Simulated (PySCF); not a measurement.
PySCF job for Cu2, SMILES [Cu][Cu], multiplicity 1, B3LYP-D3(BJ)/def2-TZVP. Geometry optimised at B3LYP-D3(BJ)/def2-TZVP. The spin state was assumed, not searched.

```python
import numpy as np
from pyscf import gto, scf, dft
from pyscf.hessian import thermo

mol = gto.M(
    atom='''
    Cu    0.00000000    0.00000000   -1.14569503
    Cu    0.00000000    0.00000000    1.14569503
    ''',
    basis='def2-TZVP',
    charge=0,
    spin=0,
    max_memory=1600,
    verbose=3,
)
mf = dft.RKS(mol, xc='b3lyp').density_fit(auxbasis='def2-universal-jkfit')
mf.disp = 'd3bj'
mf.grids.level = 3
mf.conv_tol = 1e-11
mf.max_cycle = 100
mf.kernel()

# [left out here: the lines that compute and print the analytic Hessian (its translational invariance restored by hand, since the grid's response is missing), thermochemistry and intensities]
```

Log of the run:

```
converged SCF energy = -3281.15288531792

WARN: DFTD3 does not support analytical Hessian, using finite difference


WARN: Mole.unit (angstrom) is changed to Bohr

Mode                                 0
Irrep
Freq [cm^-1]                      242.1907
Reduced mass [au]                  63.5460
Force const [Dyne/A]                2.1961
Char temp [K]                     348.4585
Normal mode                   x     y     z
       0  Cu                 0.00  0.00 -0.09
       1  Cu                 0.00  0.00  0.09
temperature 298.1500 [K]
pressure 101325.00 [Pa]
Rotational constants [GHz] inf 3.02943 3.02943
Symmetry number 2
Zero-point energy (ZPE) 0.00055 [Eh]   1448.622 [J/mol]
                           tot       elec      trans        rot        vib
Entropy [J/mol/K]       242.603      0.000    169.170     65.957      7.476
Cv [J/mol/K]             28.215      0.000     12.472      8.314      7.429
Cp [J/mol/K]             36.530      0.000     20.786      8.314      7.429
Internal energy [J/mol]                      3718.434   2478.956   2754.910
Internal energy [Eh]   -3281.14948  -3281.15289
Enthalpy [J/mol]                             6197.391   2478.956   2754.910
Enthalpy [Eh]          -3281.14853
Gibbs free energy [J/mol]                  -44240.660 -17186.075    526.041
Gibbs free energy [Eh] -3281.17608
static polarisability / bohr^3: [[ 35.559  -0.      0.   ]
 [ -0.     35.559   0.   ]
 [  0.      0.    108.624]]
largest difference of analytic and finite-field dipole derivatives / e: 2.557287568624633e-07
mode   freq/cm-1   IR/(km/mol)   Raman/(A^4/amu)   depolarisation
   1      242.19         0.000            41.184            0.288
max |gradient| / (hartree/bohr): 9.847019790410212e-06
APT charges: [0. 0.]
```

Self-consistency was reached.
